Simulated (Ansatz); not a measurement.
Start from `BC(Cl)I` and change one atom or group to get `BCCl`.

Ansatz, PBE0-D4/def2-TZVP geometries, multiplicity 1.  `BC(Cl)I` holds a close contact that its SMILES doesn't draw: I···B 2.47 Å.

Elements past krypton have def2 core potentials.  Spin–orbit coupling is left out; it splits and shifts lone-pair levels of the heavy atoms by tenths of an eV.

```csv
property,`BC(Cl)I`
HOMO energy (PBE/def2-TZVPP) / eV,-6.76
HOMO energy (PBE0/def2-TZVPP) / eV,-7.93
HOMO energy (B3LYP/def2-TZVPP) / eV,-7.67
"ideal-gas entropy at 298 K and 1 bar (rigid rotor, harmonic PBE0-D4/def2-TZVP) / J/(mol·K)",321
HOMO–LUMO gap (PBE/def2-TZVPP) / eV,3.79
size of the dipole moment (ωB97M-V/def2-TZVPP) / D,1.14
```

Q: Give the same properties after the change, and the shifts. (An estimate is asked.)

A: Ansatz gave: 
```csv
property,`BCCl`,shift
HOMO energy (PBE/def2-TZVPP) / eV,-6.80,-0.04
HOMO energy (PBE0/def2-TZVPP) / eV,-8.20,-0.27
HOMO energy (B3LYP/def2-TZVPP) / eV,-7.94,-0.27
"ideal-gas entropy at 298 K and 1 bar (rigid rotor, harmonic PBE0-D4/def2-TZVP) / J/(mol·K)",280,-41
HOMO–LUMO gap (PBE/def2-TZVPP) / eV,3.97,0.18
size of the dipole moment (ωB97M-V/def2-TZVPP) / D,1.81,0.67
```

With PBE0 the HOMO falls by 0.27 eV and the LUMO rises by 0.29 eV, so the gap widens by about 0.56 eV. PBE moves the HOMO by -0.04 eV and ωB97M-V by -0.43 eV. Dipoles are sizes alone; their direction can turn.

B3LYP here is the variant with VWN-RPA as its local correlation; programs differ in this.
